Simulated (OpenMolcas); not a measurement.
**Lines of Cl3+: computed and rescaled rates**

```yaml
Program: OpenMolcas 26.06
Method: "MS-RASPT2, IPEA 0.25 Eh, imaginary shift 0.1 Eh (closed shells correlated: 2s 2p 3s)"
Basis: ANO-RCC [8s7p5d4f2g]
Scalar_Hamiltonian: DKH2, point nucleus
Active_space: 2 electrons in 9 orbitals (RAS2 3p; RAS3 3d 4s, at most 1 electron)
State_averaging: 2S+1 = 3 even, 3 roots; 2S+1 = 1 even, 6 roots; 2S+1 = 3 odd, 18 roots; 2S+1 = 1 odd, 18 roots
Spin-orbit_coupling: state interaction with AMFI integrals over the reference wave functions, term energies averaged over their components
```

Rates come from the transition moments of the reference wave functions (E1 and E2 in the length form). At fixed line strength A goes as λ^-3 for E1 and M1 and as λ^-5 for E2, so a rate at the computed wavelength can be rescaled to the measured one. Measured vacuum wavelengths follow from level energies in Moore, Atomic Energy Levels, vol. I, NSRDS-NBS 35 (1971 reprint of NBS Circular 467, 1949). Branching counts decays inside the model space alone, at computed energies, and the table is only a selection of the E1 lines, drawn from those between levels with measured partners whose computed energy lies within a factor of 1.5 of the measured one.

| Upper | Lower | Type | λ computed (nm) | λ measured (nm) | A computed (s-1) | A rescaled (s-1) | Branching % |
| --- | --- | --- | --- | --- | --- | --- | --- |
| 3s2 3p 4s 1P* 1 | 3s2 3p2 1S0 | E1 | 55.66 | 53.5 | 8.07e+08 | 9.09e+08 | 9.0 |
| 3s2 3p 4s 3P* 1 | 3s2 3p2 1D2 | E1 | 49.95 | 49.6 | 1.49e+08 |  | 2.9 |
| 3s2 3p 4s 1P* 1 | 3s2 3p2 1D2 | E1 | 49 | 48.62 | 8.06e+09 | 8.25e+09 | 90.1 |
| 3s2 3p 4s 3P* 1 | 3s2 3p2 3P2 | E1 | 47.07 | 46.72 | 2.08e+09 | 2.13e+09 | 40.6 |
| 3s2 3p 4s 3P* 0 | 3s2 3p2 3P1 | E1 | 46.96 | 46.61 | 5.01e+09 | 5.12e+09 | 100.0 |
| 3s2 3p 4s 3P* 1 | 3s2 3p2 3P1 | E1 | 46.89 | 46.53 | 1.22e+09 | 1.25e+09 | 23.9 |
| 3s2 3p 4s 3P* 2 | 3s2 3p2 3P2 | E1 | 46.86 | 46.48 | 3.78e+09 | 3.87e+09 | 74.6 |
| 3s2 3p 4s 3P* 1 | 3s2 3p2 3P0 | E1 | 46.79 | 46.43 | 1.66e+09 | 1.70e+09 | 32.4 |
| 3s2 3p 4s 3P* 2 | 3s2 3p2 3P1 | E1 | 46.68 | 46.3 | 1.28e+09 | 1.31e+09 | 25.3 |

Spin-changing lines and M1 lines between different terms are not rescaled, since their strength hangs on the term gaps too.

The largest correction is for 3s2 3p 4s 1P* 1 → 3s2 3p2 1S0 (E1): 8.07e+08 × (55.66 / 53.5)^3 = 9.09e+08 s-1, a factor of 1.13.

The computed rate and branching of 3s2 3p 4s 3P* 0 → 3s2 3p2 3P1 give the upper level a radiative lifetime of 1.000 / 5.01e+09 s-1 = 2.00e-10 s, counting decays inside the model space alone. The rescaled rate gives about 2.0e-10 s.

No measured rate stands beside these. Rescaling mends the energy factor alone: line strengths can still be far off where a level mixes with configurations outside the active space, and weak or spin-changing lines hang on small mixing coefficients that depend on the term gaps too, so rescaling need not improve them.

CASPT2 breaks the degeneracy within a term, and the mean is taken; among the terms shown or strongly mixed into the levels shown the widest spread is 240 cm-1 (3s2 3p2 1D). Over all roots computed the reference weight is 0.82 to 0.97; the roots of lowest weight are the least certain, and an intruder state may touch them. ANO sets are built for valence states and can reach diffuse excited orbitals poorly, and with the s shell closed the s pⁿ⁺¹ terms that mix with these levels are absent. With the s shell closed, the reference lacks s² → p² mixing. Some terms miss by over 15 % even with CASPT2, which points to a basis or an active space too small for the shells correlated. Computed and measured levels are paired by configuration, term and J; levels that our copy of the source lacks, or whose pairing is in doubt (as where it misses far off the trend of its configuration), stay unpaired. Only configurations of the active space appear.

* marks odd parity.
